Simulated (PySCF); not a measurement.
Working out the ionisation energy of As

As [Ar] 3d10 4s2 4p3 (4S) → As⁺ [Ar] 3d10 4s2 4p2 (3P). All numbers are calculated (PySCF 2.14, scalar relativity by spin-free X2C-1e, in x2c-SVPall (5s4p3d, 32 functions)). Frozen: [Ar] 3d10. Energies in hartree (1 hartree = 27.21139 eV):

```
            part    As (lower)   As⁺ (upper)
             UHF  -2258.622658  -2258.276075
CCSD correlation     -0.070621     -0.060175
             (T)     -0.000929     -0.000742
```

Task: What does Hartree-Fock give?

Result: (-2258.276075) − (-2258.622658) = 0.346583 hartree = 9.431 eV.

Task: What do CCSD and CCSD(T) give?

Result: The CCSD correlation energies differ by 0.010446 hartree = 0.284 eV and the triples by 0.000187 hartree = 0.005 eV, so CCSD gives 9.715 eV and CCSD(T) 9.720 eV.

Measured between the centres of the two terms (NIST): 10.008 eV, so CCSD(T) (valence) is off by -0.288 eV.

A double-zeta basis recovers only part of the correlation energy.

What remains against the reference includes basis incompleteness, the frozen core and higher excitations.
